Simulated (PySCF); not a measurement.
CH₃FOSi, SMILES [Si](OC)F (connectivity only; charge and spin as stated), neutral, multiplicity 1. Atoms are numbered in the order given.

```xyz
7

Si     0.6031    -0.8801     0.0000
F     -1.0259    -1.1649     0.0000
O      0.6392     0.7768     0.0000
C     -0.3941     1.7551     0.0000
H     -1.3894     1.2852     0.0000
H     -0.2850     2.3878    -0.8941
H     -0.2850     2.3878     0.8941
```

Geometry: TPSSh-D3(BJ)/def2-SVP. Other conformers were not sampled.

Calculation: TPSSh-D3(BJ)/def2-SVP (PySCF 2.14.0).

Frequencies are harmonic and unscaled.

List the normal modes with their intensities. (The exact figures need the calculation; the answer reports its results.)


```json
[
 {"mode": "1", "ν (cm⁻¹)": "99", "IR (km/mol)": "0.0", "Raman (Å⁴/amu)": "0.0", "depolarisation": "–", "moving atoms (share of kinetic energy)": "H 95 %"},
 {"mode": "2", "ν (cm⁻¹)": "172", "IR (km/mol)": "8.8", "Raman (Å⁴/amu)": "0.9", "depolarisation": "0.50", "moving atoms (share of kinetic energy)": "F 39 %, C 34 %, H 18 %"},
 {"mode": "3", "ν (cm⁻¹)": "203", "IR (km/mol)": "11.1", "Raman (Å⁴/amu)": "0.1", "depolarisation": "0.75", "moving atoms (share of kinetic energy)": "O 49 %, Si 22 %, H 13 %, C 9 %"},
 {"mode": "4", "ν (cm⁻¹)": "405", "IR (km/mol)": "13.6", "Raman (Å⁴/amu)": "0.9", "depolarisation": "0.75", "moving atoms (share of kinetic energy)": "O 44 %, F 25 %, Si 21 %"},
 {"mode": "5", "ν (cm⁻¹)": "745", "IR (km/mol)": "53.7", "Raman (Å⁴/amu)": "20.6", "depolarisation": "0.36", "moving atoms (share of kinetic energy)": "Si 40 %, O 26 %, C 25 %"},
 {"mode": "6", "ν (cm⁻¹)": "819", "IR (km/mol)": "113.3", "Raman (Å⁴/amu)": "3.6", "depolarisation": "0.69", "moving atoms (share of kinetic energy)": "F 57 %, Si 42 %"},
 {"mode": "7", "ν (cm⁻¹)": "1122", "IR (km/mol)": "273.3", "Raman (Å⁴/amu)": "2.7", "depolarisation": "0.69", "moving atoms (share of kinetic energy)": "O 50 %, C 34 %, H 12 %"},
 {"mode": "8", "ν (cm⁻¹)": "1174", "IR (km/mol)": "2.9", "Raman (Å⁴/amu)": "3.1", "depolarisation": "0.75", "moving atoms (share of kinetic energy)": "H 78 %, C 17 %"},
 {"mode": "9", "ν (cm⁻¹)": "1189", "IR (km/mol)": "35.9", "Raman (Å⁴/amu)": "2.9", "depolarisation": "0.37", "moving atoms (share of kinetic energy)": "H 65 %, C 19 %, O 15 %"},
 {"mode": "10", "ν (cm⁻¹)": "1467", "IR (km/mol)": "6.0", "Raman (Å⁴/amu)": "4.8", "depolarisation": "0.61", "moving atoms (share of kinetic energy)": "H 88 %, C 9 %"},
 {"mode": "11", "ν (cm⁻¹)": "1491", "IR (km/mol)": "5.9", "Raman (Å⁴/amu)": "27.1", "depolarisation": "0.68", "moving atoms (share of kinetic energy)": "H 96 %"},
 {"mode": "12", "ν (cm⁻¹)": "1497", "IR (km/mol)": "3.2", "Raman (Å⁴/amu)": "17.3", "depolarisation": "0.75", "moving atoms (share of kinetic energy)": "H 96 %"},
 {"mode": "13", "ν (cm⁻¹)": "3031", "IR (km/mol)": "53.2", "Raman (Å⁴/amu)": "155.0", "depolarisation": "0.01", "moving atoms (share of kinetic energy)": "H 98 %"},
 {"mode": "14", "ν (cm⁻¹)": "3125", "IR (km/mol)": "25.1", "Raman (Å⁴/amu)": "101.9", "depolarisation": "0.75", "moving atoms (share of kinetic energy)": "H 90 %, C 10 %"},
 {"mode": "15", "ν (cm⁻¹)": "3131", "IR (km/mol)": "18.2", "Raman (Å⁴/amu)": "65.4", "depolarisation": "0.65", "moving atoms (share of kinetic energy)": "H 90 %, C 10 %"}
]
```
